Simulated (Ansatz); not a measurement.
System: H2GeOCl, charge 0, doublet. H2GeOCl (SMILES [O][GeH2][Cl], doublet).
B3LYP-D3(BJ)/def2-TZVP minimum from Ansatz (a program for electronic structure):
```
Ge
O 1 1.7899
H 1 1.5326 2 106.42
H 1 1.5326 3 116.68 2 -118.55
Cl 1 2.1631 3 108.17 4 -122.16
```
Charge 0, spin multiplicity 2.

Atomisation energy term by term, kcal/mol (programs: Ansatz). Radicals and triplets start from unrestricted determinants; spin-orbit coupling is neglected. Correlated methods leave the cores frozen (noble-gas shells, and filled d and f shells in the p block). No relativity. CBS(X,Y): correlation extrapolated as X^-3, Hartree-Fock from the larger set. A bracket is a step between two methods taken in the basis named. For partners of very few electrons the exact lower level stands in for a higher one.

```tsv
term	basis	kcal/mol
Hartree-Fock	def2-QZVPP	214.05
CCSD correlation	CBS(def2-TZVPP,def2-QZVPP)	88.69
(T)	CBS(def2-TZVPP,def2-QZVPP)	6.48
CCSDT(Q) - CCSD(T)	def2-SVP	0.69
sum: De		309.9
```
